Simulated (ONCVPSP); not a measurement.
**Transferability test, ONCV potential for zirconium**

- Element: zirconium (Zr)
- Generator: ONCVPSP 4.0.1
- Type: optimised norm-conserving Vanderbilt (ONCV)
- Functional: PBEsol
- Relativity: scalar-relativistic
- Frozen core: [Ar] 3d10
- Valence charge: 12
- Reference configuration: 4s2 4p6 4d2 5s2
- Partial waves: 4s+5s: rc 1.85 bohr, ncon 4, nbas 8, qcut 6.6 1/bohr, 2 projectors; 4p: rc 1.40 bohr, ncon 4, nbas 7, qcut 7 1/bohr, 1 projector; 4d: rc 2.65 bohr, ncon 4, nbas 9, qcut 4.7 1/bohr, 3 projectors, debl 2.4 Ha
- Local potential: polynomial inside 1.00 bohr (lpopt 5, dvloc0 6 Ha)
- Core correction: none

Energies are relative to the spin-unpolarised reference configuration 4s2 4p6 4d2 5s2; without spin polarisation the order of configurations can differ from experiment.

| valence configuration | charge | ΔE all-electron (eV) | error AE − PS (meV) |
| --- | --- | --- | --- |
| 4s2 4p6 4d2 5s1 | +1 | 7.171 | -0.7 |
| 4s2 4p6 4d1 5s0 | +3 | 42.666 | +27 |

(1) What are ΔE and the potential's error for 4s2 4p6 4d2 5s0 5p1?

(2) What are ΔE and the potential's error for 4s2 4p6 4d2 5s0?

Levels in the configuration 4s2 4p6 4d2 5s0 5p1:

```json
{"level": "4s", "all-electron (eV)": "-62.325", "pseudo (eV)": "-62.329"}
{"level": "4p", "all-electron (eV)": "-40.284", "pseudo (eV)": "-40.276"}
{"level": "4d", "all-electron (eV)": "-10.966", "pseudo (eV)": "-10.948"}
{"level": "5p", "all-electron (eV)": "-6.862", "pseudo (eV)": "-6.882"}
```

## Answers

(1) ΔE = 10.917 eV all-electron; the error (AE − PS) is +33 meV.

(2) ΔE = 20.081 eV all-electron; the error (AE − PS) is -2.9 meV.
